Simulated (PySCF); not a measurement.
UHF on Mn⁺ (manganese, charge +1)

Configuration: [Ar] 3d6, high-spin 5D determinant (an excited configuration). All numbers are calculated (PySCF 2.14, no relativity, point nucleus, in def2-QZVPPD (11s6p5d4f2g, 100 functions)).

```json
{
  "Total energy": "-1149.530847 hartree",
  "One-electron energy": "-1582.7184 hartree",
  "Hartree (Coulomb) energy": "484.1654 hartree",
  "Exchange energy": "-50.9779 hartree",
  "Kinetic energy": "1149.48921 hartree",
  "⟨S²⟩": "6.0111",
  "⟨L²⟩": "6.023",
  "Sum of ⟨r⟩": "16.90 bohr",
  "Sum of ⟨r²⟩": "20.71 bohr²",
  "Traceless quadrupole moment −½Σ⟨3z² − r²⟩ along its main axis": "0.722 e·bohr²",
  "Density at the nucleus (Gaussians lack the cusp)": "10500 bohr⁻³",
  "Spin density at the nucleus": "-1.25 bohr⁻³",
  "Langevin diamagnetic susceptibility": "-16.4 ×10⁻⁶ cm³/mol"
}
```

| shell | electrons | mean orbital energy (eV) | spread (eV) | rms radius, mean of both spins (bohr) |
| --- | --- | --- | --- | --- |
| 1s α | 1 | -6548.1 | 0 | 0.0713 |
| 1s β | 1 | -6548.1 | 0 | 0.0713 |
| 2s α | 1 | -795.45 | 0 | 0.305 |
| 2s β | 1 | -792.78 | 0 | 0.305 |
| 2p α | 3 | -678.69 | 0.720 | 0.274 |
| 2p β | 3 | -676.02 | 0.019 | 0.274 |
| 3s α | 1 | -110.41 | 0 | 0.932 |
| 3s β | 1 | -101.89 | 0 | 0.932 |
| 3p α | 3 | -75.486 | 1.708 | 1.00 |
| 3p β | 3 | -65.088 | 1.262 | 1.00 |
| 3d α | 5 | -19.224 | 2.051 | 1.43 |
| 3d β | 1 | -14.053 | 0 | 1.43 |

Spin-orbit constants ζ (cm⁻¹) from the X2C one-electron operator on these orbitals (non-relativistic here): bare nucleus, nucleus screened by l(l+1)(2l+1)/3 electrons, and screened by the Breit-Pauli mean field of the electrons.

```tsv
shell	bare	screened nucleus	mean field
2p	57180	52610	n/a
3p	6625	6095	n/a
3d	554.3	332.6	n/a
```

To first order the Landé constant is A = -83.15 cm⁻¹, so the lowest level has J = 4 and lies 0.0412 eV below the centre of the term. This holds in LS coupling only.
